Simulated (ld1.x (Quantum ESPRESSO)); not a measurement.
**Varying the TM potential for Rb**

Base potential:

```json
{
  "Element": "Rb",
  "Generator": "ld1.x (Quantum ESPRESSO) 7.5",
  "Type": "norm-conserving Troullier–Martins (Kleinman–Bylander form)",
  "Functional": "PBE",
  "Relativity": "non-relativistic",
  "Frozen core": "[Ar] 3d10 4s2",
  "Valence charge": "7",
  "Reference configuration": "4p6 4d0 5s0 5p0 (charge +1)",
  "Partial waves": "4p (bound): rc 2.20 bohr; 4d (bound, empty): rc 3.15 bohr; 5s (bound, empty): rc 4.10 bohr",
  "Local potential": "the s channel",
  "Core correction": "a·sin(br)/r model core inside 2.25 bohr"
}
```

All-electron outer shells of the reference configuration (PBE, non-relativistic, ld1.x):

| shell | level (eV) | outermost node (bohr) | outermost maximum (bohr) |
| --- | --- | --- | --- |
| 4s | -36.48 | 0.63 | 1.29 |
| 4p | -21.65 | 0.65 | 1.44 |
| 5s | -5.93 | 1.80 | 3.82 |
| 4d | -3.87 | 0.69 | 2.53 |
| 5p | -3.59 | 2.14 | 4.78 |

Cutoffs, loose and tight: the cutoffs (Ry, on a coarse ladder) from which the occupation-weighted sum of valence levels, in a spherical-Bessel basis at the reference potential, stays within 10 and 1 mRy of its value at 400 Ry. They do not see the model core or the augmentation charge, which bear on the density cutoff. Test errors are all-electron minus pseudo excitation energies from the reference, over the configurations 4p6 4d0 5s1 5p0; 4p6 4d0 5s0.5 5p0; 4p6 4d0 5s0 5p1; 4p6 4d0.5 5s0.5 5p0; 4p5 4d0 5s1 5p0; 4p6 4d1 5s0 5p0. A dash means not determined; rows that change the core or the reference have their own tests.

| change | outcome | cutoff, loose | cutoff, tight | bound ghosts | largest test error (meV) |
| --- | --- | --- | --- | --- | --- |
| base | generated | 15 Ry | 30 Ry | none | -285 |
| all radii but the core radius scaled by about 0.75 (s 3.08, p 1.66, d 2.36 bohr) | generated | 35 Ry | 70 Ry | none | -189 |
| all radii but the core radius scaled by about 0.83 (s 3.40, p 1.82, d 2.62 bohr) | generated | 30 Ry | 60 Ry | none | -263 |
| all radii but the core radius scaled by about 1.09 (s 4.48, p 2.40, d 3.44 bohr) | generated | 15 Ry | 25 Ry | none | -268 |
| all radii but the core radius scaled by about 1.17 (s 4.80, p 2.58, d 3.70 bohr) | generated | 15 Ry | 25 Ry | none | -235 |
| all radii but the core radius scaled by about 1.32 (s 5.40, p 2.90, d 4.16 bohr) | generated | 15 Ry | 21 Ry | none | -140 |
| all radii but the core radius scaled by about 1.41 (s 5.76, p 3.10, d 4.42 bohr) | generated | 15 Ry | 21 Ry | none | -115 |

**Question.** What comes out with this change to the base: all radii but the core radius scaled by about 0.91 (s 3.72, p 2.00, d 2.86 bohr)?

**Answer.** outcome: generated; cutoff, loose: 25 Ry; cutoff, tight: 35 Ry; bound ghosts: none; largest test error (meV): -286.

**Question.** What comes out with this change to the base: all radii but the core radius scaled by about 1.24 (s 5.10, p 2.74, d 3.92 bohr)?

**Answer.** outcome: generated; cutoff, loose: 15 Ry; cutoff, tight: 21 Ry; bound ghosts: none; largest test error (meV): -184.

**Question.** What comes out with this change to the base: all radii but the core radius scaled by about 0.97 (s 3.96, p 2.12, d 3.04 bohr)?

**Answer.** outcome: generated; cutoff, loose: 25 Ry; cutoff, tight: 30 Ry; bound ghosts: none; largest test error (meV): -288.

Reading the sweep of the scale of all radii but the core radius (base = 1) (base included, trends over the rows without a ghost): The loose cutoff falls from 35 Ry at 0.75 to 15 Ry at 1.41. A larger radius leaves more room for a smooth pseudo-wave, so fewer plane waves are needed; a smaller one forces it to follow the all-electron wave where it bends sharply. The median size of the test errors (rows with all tests solved) is not monotonic: lowest 1.9 meV at 1.24, highest 3.8 meV at 1.41.
